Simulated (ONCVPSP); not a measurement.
**ruthenium, ONCV: configuration errors across variants**

| Property | Result |
| --- | --- |
| Element | ruthenium (Ru) |
| Generator | ONCVPSP 4.0.1 |
| Type | optimised norm-conserving Vanderbilt (ONCV) |
| Functional | PBEsol |
| Relativity | scalar-relativistic |
| Frozen core | [Ar] 3d10 |
| Valence charge | 16 |
| Reference configuration | 4s2 4p6 4d7 5p1 |
| Partial waves | 4s: rc 1.60 bohr, ncon 4, nbas 8, qcut 8 1/bohr, 2 projectors, debl 1.9 Ha; 4p+5p: rc 1.75 bohr, ncon 3, nbas 7, qcut 7.1 1/bohr, 2 projectors; 4d: rc 2.10 bohr, ncon 4, nbas 8, qcut 8.6 1/bohr, 2 projectors, debl 3.5 Ha |
| Local potential | polynomial inside 1.05 bohr (lpopt 5, dvloc0 6 Ha) |
| Core correction | Teter function, fcfact 2.25, rcfact 1.3 |

In the s channel the program set the typed energies aside and used -2.864, 0.250 Ha.

All-electron excitation energies from the reference (eV): (1) 4s2 4p6 4d7 5s1 5p0 -3.520; (2) 4s2 4p6 4d7 5p0 3.780; (3) 4s2 4p6 4d6 5p0 21.965; (4) 4s1 4p6 4d7 5s1 5p0 79.119.

2 further variants failed, have other tests or too few solved ones, and are left out.

Errors AE − PS in meV (a dash: test not solved or not reliable):

```
     change   (1)   (2)   (3)   (4)  bound ghosts  GHOST(+) flags above zero
       base  +0.6  -0.7  -0.5  -154          none                          s
  s: nbas 7  +0.6  -0.7  -0.5  -154          none                          s
p: qcut 5.7  +0.6  -0.7  -0.5  -157          none                          s
```

(1) Give the same row for: core correction Teter function, fcfact 2.25, rcfact 1.16.

Results:

(1) +0.6, -0.7, -0.6, -152; bound ghosts: none; GHOST(+) flags above zero: s.
